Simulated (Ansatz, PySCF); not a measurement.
Gas-phase reaction (SMILES): N[SiH2]N → [NH-][SiH2]N + H+; deprotonation at the site shown.

Each molecule is optimised on its own at B3LYP-D3(BJ)/def2-TZVP (Ansatz, an electronic-structure program), one conformer each, not searched for the lowest. Correlated levels leave the core frozen unless marked. Spin-orbit coupling is left out. No relativistic terms. Basis-set limits of correlation are two-point, X^-3; Hartree-Fock from the larger set. The bracket is a focal-point correction in the basis named. Anions need diffuse functions, of which def2-TZVPD holds fewer than the aug- sets. Thermal terms are rigid-rotor harmonic-oscillator values from B3LYP-D3(BJ) frequencies (Ansatz or PySCF) at 298.15 K and 1 atm. 1 Eh = 627.5095 kcal/mol. The proton has no electrons: its energy is zero and its thermal terms are those of translation.

```json
[
 {"species": "N[SiH2]N", "E, RI-MP2/CBS(aug-cc-pV(T+d)Z,aug-cc-pV(Q+d)Z)+[CCSD(T)-MP2]/aug-cc-pV(T+d)Z (Ansatz) (Eh)": "-402.15017", "E, B3LYP-D3(BJ)/def2-TZVPD (Ansatz + dftd3) (Eh)": "-402.76052", "H - E (Eh)": "0.07538", "G - E (Eh)": "0.04163"},
 {"species": "[NH-][SiH2]N", "E, RI-MP2/CBS(aug-cc-pV(T+d)Z,aug-cc-pV(Q+d)Z)+[CCSD(T)-MP2]/aug-cc-pV(T+d)Z (Ansatz) (Eh)": "-401.53660", "E, B3LYP-D3(BJ)/def2-TZVPD (Ansatz + dftd3) (Eh)": "-402.14514", "H - E (Eh)": "0.06085", "G - E (Eh)": "0.02791"},
 {"species": "H+", "E, RI-MP2/CBS(aug-cc-pV(T+d)Z,aug-cc-pV(Q+d)Z)+[CCSD(T)-MP2]/aug-cc-pV(T+d)Z (Ansatz) (Eh)": "0.00000", "E, B3LYP-D3(BJ)/def2-TZVPD (Ansatz + dftd3) (Eh)": "0.00000", "H - E (Eh)": "0.00236", "G - E (Eh)": "-0.01000"}
]
```

**Question.** Work out ΔE and ΔH, ΔG, ΔS and the equilibrium constant at 298.15 K at the first level, then ΔH at the second.

**Answer.** 
1. ΔE = [(-401.53660) + (0.00000)] - [(-402.15017)] = 0.61357 Eh = 385.0 kcal/mol at RI-MP2/CBS(aug-cc-pV(T+d)Z,aug-cc-pV(Q+d)Z)+[CCSD(T)-MP2]/aug-cc-pV(T+d)Z.
2. The terms H - E add up to -0.01217 Eh, so ΔH = (0.61357 + (-0.01217))×627.5095 = 377.4 kcal/mol.
3. The terms G - E add up to -0.02372 Eh, so ΔG = 370.1 kcal/mol, and ΔS = (-0.01217 - (-0.02372))×627509.5/298.15 = 24.3 cal/(mol K).
4. log10 K = -ΔG/(RT ln 10) = -271.3, with RT ln 10 = 1.3642 kcal/mol.
5. At B3LYP-D3(BJ)/def2-TZVPD the same steps give ΔE = 386.2 and ΔH = 378.5 kcal/mol, a shift of +1.1 from the first level.
6. These values are not checked against measurement here, since the tables used lack a sound gas-phase enthalpy of formation for at least one species, or one in the same ion convention.
